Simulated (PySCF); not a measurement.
Zn(H)(OMe) (CH₄OZn), SMILES C[O][ZnH].

Geometry optimised at B3LYP-D3(BJ)/def2-TZVP.

These are HF/def2-TZVPD (PySCF) values and carry that method's errors.

Estimate the frontier levels, gap, dipole moment and polarisability. (An estimate is asked for; the answer gives what the named calculation found.)


| Item | Result |
|---|---|
| highest occupied level | -11.12 eV |
| lowest empty level | 0.95 eV |
| orbital gap | 12.07 eV |
| dipole moment | 1.28 D |
| quadrupole, principal values (traceless, Buckingham form, about the centre of nuclear charge) | -6.81, 3.32, 3.49 D·Å |
| mean static polarisability | 38.5 bohr³ (5.70 Å³) |
| polarisability, principal values | 34.0, 34.7, 46.8 bohr³ |
